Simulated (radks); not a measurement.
Computed order of ionisation of manganese. At each step one electron was removed from each of the four highest sub-shells of the ion before, moves of one valence electron (up to charge 6) and the configuration listed by NIST were tried, and the lowest configuration was kept. Code: a radial shooting solver on a logarithmic mesh with Libxc functionals. Model: scalar-relativistic Kohn-Sham, LDA (Slater exchange, Perdew-Wang correlation), spin-polarised, spherical densities, finite nucleus; Fermi nuclear charge, rms radius of each element as measured or else 0.836 A^(1/3) + 0.57 fm. Open shells are filled with parallel spins first.

| species | lowest configuration found | NIST configuration | margin to the next tried (eV) | IE (eV) | NIST IE (eV) | kind |
|---|---|---|---|---|---|---|
| Mn | [Ar] 3d5 4s2 | same | 1.260 | 7.574 | 7.434 | exp. |
| Mn+ | [Ar] 3d5 4s1 | same | 1.576 | 16.521 | 15.640 | exp. |
| Mn2+ | [Ar] 3d5 | same | 7.519 | 34.329 | 33.67 | exp. |
| Mn3+ | [Ar] 3d4 | same | 14.083 | 52.559 | 51.2 | semi-emp. |
| Mn4+ | [Ar] 3d3 | same | 21.702 | 73.051 | 72.4 | semi-emp. |
| Mn5+ | [Ar] 3d2 | same | 30.201 | 95.516 | 95.60 | exp. |
| Mn6+ | [Ar] 3d1 | same | 39.455 | 119.75 | 119.20 | exp. |
| Mn7+ | [Ar] | same | 48.868 | 195.80 | 195.5 | semi-emp. |
| Mn8+ | [Ne] 3s2 3p5 | same | 32.611 | 222.08 | 221.9 | semi-emp. |
| Mn9+ | [Ne] 3s2 3p4 | same | 32.731 | 248.70 | 248.6 | semi-emp. |
| Mn10+ | [Ne] 3s2 3p3 | same | 32.771 | 284.11 | 286.1 | semi-emp. |
| Mn11+ | [Ne] 3s2 3p2 | same | 23.407 | 313.29 | 314 | semi-emp. |
| Mn12+ | [Ne] 3s2 3p1 | same | 25.439 | 342.67 | 344 | semi-emp. |
| Mn13+ | [Ne] 3s2 | same | 28.085 | 403.52 | 403.0 | semi-emp. |

Reference values: NIST Atomic Spectra Database (exp. = measured, semi-emp. = semi-empirical, theory = theoretical value adopted there). Open shells are spherical and high-spin; term and fine-structure splittings are not resolved.
